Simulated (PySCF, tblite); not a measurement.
Dissociation curve of I₂, singlet.

RMP2/3-21G = PySCF with restricted MP2 (frozen core)/3-21G; GFN2-xTB, 300 K electronic temperature (tblite); UMP2/3-21G = PySCF with unrestricted MP2 (frozen core)/3-21G; UCCSD(T) = PySCF 2.14.0 with CCSD(T) on UHF/def2-SVP, 8 core orbitals frozen, def2 effective core potentials past Kr.

Energies relative to the lowest point of each curve near equilibrium, in kcal/mol; the last columns give the difference from UCCSD(T):

| R / Å | RMP2/3-21G | GFN2-xTB | UMP2/3-21G | UCCSD(T) | RMP2/3-21G − UCCSD(T) | GFN2-xTB − UCCSD(T) | UMP2/3-21G − UCCSD(T) |
|---|---|---|---|---|---|---|---|
| 2.13 | 153.9 | 171.5 | 153.1 | 102.1 | 51.9 | 69.5 | 51.1 |
| 2.27 | 85.0 | 63.4 | 84.2 | 47.7 | 37.4 | 15.8 | 36.6 |
| 2.37 | 53.2 | 27.5 | 52.4 | 24.9 | 28.3 | 2.6 | 27.5 |
| 2.49 | 27.9 | 7.3 | 27.1 | 9.2 | 18.7 | -1.9 | 17.9 |
| 2.56 | 17.9 | 2.3 | 17.2 | 4.2 | 13.8 | -1.9 | 13.0 |
| 2.66 | 8.3 | 0.0 | 7.5 | 0.6 | 7.7 | -0.6 | 6.9 |
| 2.71 | 5.1 | 0.3 | 4.3 | 0.0 | 5.1 | 0.3 | 4.3 |
| 2.83 | 0.8 | 3.6 | 0.0 | 0.8 | 0.0 | 2.7 | -0.8 |
| 2.90 | 0.0 | 6.5 | 1.5 | 2.5 | -2.5 | 3.9 | -1.0 |
| 3.07 | 1.6 | 15.0 | 7.7 | 8.5 | -6.9 | 6.4 | -0.8 |
| 3.26 | 7.0 | 25.1 | 12.0 | 16.5 | -9.5 | 8.6 | -4.5 |
| 3.60 | 19.4 | 41.1 | 16.1 | 27.9 | -8.5 | 13.2 | -11.8 |
| 3.94 | 30.2 | 51.0 | 17.9 | 32.2 | -2.0 | 18.8 | -14.3 |
| 4.33 | 38.0 | 55.3 | 18.5 | 33.2 | 4.8 | 22.1 | -14.7 |
| 4.83 | 40.5 | 56.8 | 18.5 | 33.4 | 7.0 | 23.3 | -14.9 |
| 5.27 | 37.6 | 57.1 | 18.7 | 33.6 | 3.9 | 23.5 | -14.9 |
| 5.78 | 30.8 | 57.2 | 18.8 | 33.7 | -3.0 | 23.5 | -15.0 |
| 6.54 | 17.8 | 57.4 | 18.8 | 33.8 | -16.0 | 23.5 | -15.0 |
| 7.14 | 6.8 | 57.4 | 18.9 | 33.9 | -27.1 | 23.6 | -15.0 |
| 7.95 | -8.4 | 57.5 | 18.9 | 33.9 | -42.3 | 23.6 | -15.0 |

RMP2/3-21G is furthest from UCCSD(T) at 2.13 (51.9 kcal/mol, above); its mean absolute difference over the points is 14.8 kcal/mol.

GFN2-xTB is furthest from UCCSD(T) at 2.13 (69.5 kcal/mol, above); its mean absolute difference over the points is 15.5 kcal/mol.

UMP2/3-21G is furthest from UCCSD(T) at 2.13 (51.1 kcal/mol, above); its mean absolute difference over the points is 14.7 kcal/mol.

The restricted form behind RMP2/3-21G keeps the bonding electrons paired and can't separate into open-shell fragments. The unrestricted determinant behind UMP2/3-21G, UCCSD(T) is spin-contaminated at 2.90 to 7.95 Å (<S²> up to 1.0, against 0.00 for a pure singlet).
